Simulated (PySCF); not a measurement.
C6H10NOP.
Atom-mapped SMILES: `[CH3:1]/[CH:2]=[CH:3]\[P@H:4](=[O:5])[CH2:6][CH2:7][C:8]#[N:9]` (hydrogens: H10, H11, H12 on C1; H13 on C2; H14 on C3; H15 on P4; H16, H17 on C6; H18, H19 on C7)

Structure used (PBE0-D3(BJ)/def2-SVP), in Å, numbered top down from 1:
```
atom  x, y, z in Å
C1     2.2819    0.6734   -0.6613
C2     2.2773   -0.8089   -0.8206
C3     1.3344   -1.6693   -0.4136
P4    -0.1874   -1.2958    0.4781
O5    -0.7995   -2.4680    1.1781
C6    -1.3312   -0.5758   -0.7589
C7    -2.7204   -0.3671   -0.1502
C8    -2.7489    0.7329    0.8073
N9    -2.7318    1.6113    1.5604
H10    3.2190    1.0077   -0.1879
H11    1.4417    1.0516   -0.0631
H12    2.2438    1.1623   -1.6491
H13    3.1505   -1.2282   -1.3373
H14    1.4562   -2.7431   -0.5959
H15    0.1366   -0.1761    1.3018
H16   -1.3976   -1.3164   -1.5711
H17   -0.9187    0.3535   -1.1829
H18   -3.0250   -1.2908    0.3702
H19   -3.4662   -0.1634   -0.9346
```

Linear response at CAM-B3LYP/def2-SVPD (PySCF, frozen core in the response, non-relativistic).

Static isotropic polarisability: 100.93 au (14.96 Å³), principal values 83.2, 102.2, 117.4 au.

Problem. What is the polarisability at 1064 nm and at the sodium D line?

Solution. 101.79 au at 1064 nm (+0.9 %), 103.84 au at 589.3 nm (+2.9 %). The rise at 589.3 nm is 3.37 times that at 1064 nm; a pure ω² law gives 3.26. The lowest singlet lies at 202 nm, shorter than both wavelengths.

Problem. What is the isotropic C6 coefficient between two such molecules, C6 = (3/π)∫α(iω)² dω?

Solution. 4194 au (Eh·bohr⁶) by a ten-point quadrature over imaginary frequencies, which is 2510 eV·Å⁶ or 242 J·nm⁶/mol.

Problem. Which effective excitation energy ω̄ makes London's formula C6 = (3/4)α²ω̄ exact here?

Solution. ω̄ = 4·C6/(3α²) = 0.549 Eh = 14.9 eV. A one-pole form α(ω) = α/(1 − ω²/ω̄²) fitted to the 1064 nm value gives 12.7 eV. London's choice of the ionisation energy (10.04 eV, ΔSCF at the same level) gives C6 = 2820 au, 33 % too low.

Problem. How many electrons N does the Slater–Kirkwood formula C6 = (3/4)·√N·α^(3/2) need to give this C6?

Solution. N = (4·C6/3)²/α³ = 30.4; the species has 76 electrons in all.

Problem. How anisotropic is the static polarisability, by Δα² = ½[(α1 − α2)² + (α2 − α3)² + (α3 − α1)²]?

Solution. Δα = 29.7 au, or 0.29 of the isotropic value.

Problem. What n − 1 at the D line would an ideal gas of it have at 273.15 K and 1 atm (2.6868 × 10¹⁹ cm⁻³), by n − 1 = 2π·N·α′?

Solution. 25.98 × 10⁻⁴, a formal value whether or not that pressure can be reached.

Problem. What molar refraction at the D line follows from R = (4π/3)·N_A·α′, with α′ the polarisability volume?

Solution. α′ = 15.39 Å³ gives R = 38.81 cm³/mol, for isolated, non-vibrating species.

Problem. What three-body coefficient follows from the one-pole estimate C9 = (3/4)·α·C6?

Solution. 317000 au. This is an estimate from the two numbers above, not a computed integral.

Problem. The lowest 10 singlets have (eV, f): 6.13, 0.009; 6.43, 0.036; 6.95, 0.396; 7.28, 0.008; 7.39, 0.026; 7.52, 0.025; 7.60, 0.001; 7.70, 0.004; 7.85, 0.004; 7.93, 0.032. What share of the static polarisability do they carry in the sum over states α = Σ f/ω²?

Solution. 8.17 au, 8.1 % of α; the largest term, 6.07 au, is that of the state at 6.95 eV. Their oscillator strengths add up to 0.54. Higher states carry the rest.

One conformer stands for the species.
